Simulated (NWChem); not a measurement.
System: Si₂H₃I, singlet; SMILES [SiH3][Si]I

The following NWChem deck was run.

```
start job
memory heap 200 mb stack 900 mb global 1100 mb
geometry units angstroms
  Si     0.171712     1.118957     1.212037
  I     -0.060144    -0.971551    -0.202481
  Si     0.090086     2.902839    -0.246966
  H     -0.990119     3.745226     0.297770
  H     -0.090150     2.902401    -1.702614
  H      1.357930     3.610949     0.007146
end
basis spherical
  * library def2-svp
end
ecp
  I library def2-ecp
end
dft
  xc pbe0
  iterations 150
end
driver
  maxiter 120
end
task dft optimize
dft
  grid fine
  convergence energy 1d-8 density 1d-7
end
task dft freq numerical
```

Low-valent species are run as closed-shell singlets; no triplet was tried in these runs. def2 effective core potentials on I; no spin-orbit coupling.

The level has its own optimisation; frequencies are unscaled.

Question: Predict the main results of this run. (PBE0/def2-SVP with def2 effective core potentials on I.) Quantities: r I–Si (Å); r Si–Si (Å); r H–Si (Å); highest harmonic frequency (cm⁻¹); lowest (cm⁻¹); zero-point energy (kcal/mol).

Answer: 
```yaml
r I–Si (Å): 2.483
r Si–Si (Å): 2.421
r H–Si (Å): 1.499
highest harmonic frequency (cm⁻¹): 2218
lowest (cm⁻¹): 64
zero-point energy (kcal/mol): 15.9
```
